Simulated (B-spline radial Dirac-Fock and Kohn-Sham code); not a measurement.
Free-atom binding energies and absorption edges of S

These are calculated numbers from a B-spline atomic structure program; the model is ΔSCF Dirac-Fock with Breit, self-energy and vacuum polarisation, finite nucleus, configuration average. Correlation energy is missing from these numbers.

Two models are given for [Ne] 3s2 3p4. In the first the electron is removed to infinity. In the second it is placed in the 3p shell, so that the atom stays neutral; this mimics a hole screened by valence charge, or the onset of absorption below the ionisation limit. The tabulated edges (Elam, Ravel and Sieber, Radiat. Phys. Chem. 63, 121 (2002)) refer to the element in its standard state, with the Fermi level as zero for a metal.

```
level  ionised (eV)  screened (eV)  tabulated (eV)  ionised − table  screened − table
    K        2480.2         2467.4          2472.0             +8.2              -4.6
   L1         237.7          225.1           230.9             +6.8              -5.8
   L2         173.2          160.6           163.6             +9.6              -3.0
```

The screened model lies closer: the mean absolute deviations are 8.2 eV (ionised) and 4.5 eV (screened). Screening lowers the levels by 12.7 eV on average.
